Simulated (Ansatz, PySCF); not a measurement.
Nb(O)(F)2(OH) (F2HNbO2), SMILES [Nb]([OH])([F])([F])=[O], multiplicity 1.

The structure is a stationary point at B3LYP-D3(BJ)/def2-SVP. The multiplicity is an assumed one; no other spin state was optimised. The structure was generated by enumeration; whether it is a known compound was not checked. The def2 effective core potentials stand for the cores of Nb; spin–orbit coupling is left out. One conformer was computed; it need not be the lowest.

Vertical ionisation energy (IE) and electron affinity (EA) in eV. Rows of orbital energies are one-electron estimates. Where ΔSCF, EOM or ADC give a negative EA the extra electron is unbound and the value depends on the basis.

| level | IE | EA |
|---|---|---|
| −ε(HOMO), −ε(LUMO), CAM-B3LYP/def2-TZVP (PySCF) | 11.68 | 0.77 |
| −ε(HOMO), −ε(LUMO), PBE/def2-TZVP (PySCF) | 8.48 | 2.66 |
| ΔSCF, CAM-B3LYP/def2-SVPD (Ansatz), final states of multiplicity 2 and 2 | 12.64 | 0.01 |
| ΔSCF, PBE/def2-SVPD (Ansatz), final states of multiplicity 2 and 2 | 12.06 | -0.17 |

What vertical singlet–triplet gap does ΔSCF give with CAM-B3LYP/def2-SVPD (Ansatz, an electronic-structure program) and with PBE/def2-SVPD (Ansatz)? (The exact figures need the calculation; the answer reports its results.)

5.54 and 5.89 eV (triplet above singlet where positive).
